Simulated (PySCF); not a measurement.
Computed shifts of a molecule C4H6F2, PBE/pcSseg-1 run with PySCF, GIAO, gas phase, atoms alike by connectivity averaged where their shifts nearly agree, in ppm (number of nuclei): ¹³C: 168.2 (1), 83.9 (1), 23.8 (1), 19.6 (1). ¹⁹F: -108.5 (1), -114.0 (1). ¹H: 4.20 (1), 2.39 (1), 2.29 (1), 1.31 (3). References: ¹³C against TMS (σ = 182.0 ppm); ¹⁹F against CFCl3 (σ = 133.6 ppm); ¹H against TMS (σ = 31.49 ppm), references at their B3LYP-D3(BJ)/def2-TZVP geometries, non-relativistic. Geometry optimised at PBE0-D3(BJ)/def2-SVP. The values are those of a single conformer.

Question: Which molecule gave these data?
(A) CC/C(F)=C/F
(B) C=C(C)C(F)F
(C) FC(F)C1CC1
(D) CCC=C(F)F

Answer: D, CCC=C(F)F
